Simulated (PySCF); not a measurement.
Magnetic shielding above rings: a mixed set.

NICS is the negative of the GIAO shielding at a point without a nucleus: at the ring centre (0) and 1 Å above and below it (1); zz is the component along the ring normal. Level: GIAO PBE0/pcSseg-1 (PySCF, non-relativistic, gas phase) on the GFN2-xTB geometries, one conformer each. Atom numbers follow the mapped SMILES.

**Question.** Order these rings by mean NICS(1)zz, lowest (most negative) first (ppm).
A. ring C2–C3–C4–Si6–Si7 in `[O:1]=[C:2]1[CH2:3][C@H:4]([Cl:5])[SiH2:6][SiH2:7]1`
B. ring C3–C4–C5–C7–P9 in `[CH3:1][O:2][C:3]1=[CH:4][C:5]([CH3:6])=[C:7]([F:8])[P@@H:9]1=[S:10]`
C. ring C3–C4–Si5–C7–C8 in `[CH3:1][O:2][C:3]1=[CH:4][Si@@H:5]([OH:6])[CH:7]=[C:8]1[F:9]`
D. ring P2–C3–C4–C5–C7 in `[O:1]=[P@@H:2]1[CH2:3][CH2:4][C@@H:5]([SiH3:6])[CH2:7]1`
E. ring C3–C4–N5–N6–C8 in `[CH2:1]=[CH:2][c:3]1[cH:4][n:5][n:6]([SiH3:7])[cH:8]1`
F. ring C5–O6–C7–P8–C9 in `[CH3:1][O:2][C:3](=[O:4])[c:5]1[o:6][cH:7][p:8][c:9]1[F:10]`
G. ring N2–C3–C4–C5–N6 in `[CH3:1][n:2]1[cH:3][cH:4][cH:5][n:6]1`

**Answer.** G (-31.9), E (-28.6), F (-22.7), D (-4.5), A (0.4), B (2.8), C (5.7).

| SMILES | ring | NICS(0) | NICS(1) | NICS(1)zz | HOMA | rms pucker (Å) | ring atoms with four or more neighbours |
| --- | --- | --- | --- | --- | --- | --- | --- |
| Cn1cccn1 | 5-membered ring with 2 N; formal bonds all aromatic | -13.8 | -12.2 | -31.9 | 0.97 | 0.00 | 0 |
| C=Cc1cnn([SiH3])c1 | 5-membered ring with 2 N; formal bonds all aromatic | -11.7 | -11.4 | -28.6 | 0.90 | 0.00 | 0 |
| COC(=O)c1ocpc1F | 5-membered ring with O and P; formal bonds all aromatic | -12.3 | -10.5 | -22.7 | 0.57 | 0.00 | 0 |
| O=[P@@H]1CC[C@@H]([SiH3])C1 | 5-membered ring with P; formal bonds all single | -5.1 | -4.1 | -4.5 | – | 0.20 | 5 |
| O=C1C[C@H](Cl)[SiH2][SiH2]1 | 5-membered ring with 2 Si; formal bonds all single | 1.4 | -1.9 | 0.4 | – | 0.19 | 4 |
| COC1=CC(C)=C(F)[P@@H]1=S | 5-membered ring with P; formal bonds 2 double, 3 single | -2.9 | -2.5 | 2.8 | – | 0.01 | 1 |
| COC1=C[Si@@H](O)C=C1F | 5-membered ring with Si; formal bonds 2 double, 3 single | -1.1 | -1.0 | 5.7 | – | 0.02 | 1 |

NICS(0) gives another order. The isotropic NICS(1) gives another order. HOMA uses Krygowski's 1993 parameters; it is left out where a ring has a four-coordinate atom, a triple bond, no multiple bond or a kind of bond without parameters. NICS(1) and NICS(1)zz are means over the two faces.
